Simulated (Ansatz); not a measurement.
Frontier orbitals of `OC(O)[SiH2]Cl`.

```xyz
10

O     1.507    0.592   -0.431
C     0.221    0.631    0.127
O    -0.689    1.344   -0.672
Si   -0.568   -1.091    0.339
Cl    0.583   -2.189    1.637
H     1.465    0.116   -1.267
H     0.361    1.114    1.102
H    -0.385    2.255   -0.745
H    -0.557   -1.771   -0.981
H    -1.938   -1.002    0.891
```

Total charge 0; spin multiplicity 1. All single points use the PBE0-D4/def2-TZVP geometry. It is one conformer, not always the lowest. Basis def2-TZVPP, the Gaussian-basis code of Ansatz.

```tsv
functional	HOMO (eV)	LUMO (eV)
PBE	-6.54	-0.80
```

Give HOMO and LUMO (eV) with LDA (SPW92), revPBE, BLYP, r2SCAN, B97M-V, PBE0, B3LYP, r2SCANh, r2SCAN0, HSE06 (plane-wave form), BHLYP, CAM-B3LYP, LC-ωPBE, ωB97X-V, ωB97M-V, HF. (Estimate.)

The calculation gave: 
```json
{"functional": "LDA (SPW92)", "HOMO": "-6.68", "LUMO": "-1.06"}
{"functional": "revPBE", "HOMO": "-6.48", "LUMO": "-0.68"}
{"functional": "BLYP", "HOMO": "-6.46", "LUMO": "-0.70"}
{"functional": "r2SCAN", "HOMO": "-6.85", "LUMO": "-0.36"}
{"functional": "B97M-V", "HOMO": "-7.00", "LUMO": "-0.56"}
{"functional": "PBE0", "HOMO": "-8.01", "LUMO": "0.11"}
{"functional": "B3LYP", "HOMO": "-7.81", "LUMO": "-0.15"}
{"functional": "r2SCANh", "HOMO": "-7.40", "LUMO": "-0.06"}
{"functional": "r2SCAN0", "HOMO": "-8.22", "LUMO": "0.38"}
{"functional": "HSE06 (plane-wave form)", "HOMO": "-7.61", "LUMO": "-0.26"}
{"functional": "BHLYP", "HOMO": "-9.41", "LUMO": "0.97"}
{"functional": "CAM-B3LYP", "HOMO": "-9.45", "LUMO": "1.08"}
{"functional": "LC-ωPBE", "HOMO": "-10.76", "LUMO": "2.34"}
{"functional": "ωB97X-V", "HOMO": "-10.43", "LUMO": "2.17"}
{"functional": "ωB97M-V", "HOMO": "-10.31", "LUMO": "1.83"}
{"functional": "HF", "HOMO": "-11.51", "LUMO": "3.20"}
```

B3LYP here is the variant with VWN-RPA as its local correlation; programs differ in this. LC-ωPBE has ω = 0.4 bohr⁻¹. Positive LUMOs are unbound and depend on the basis.
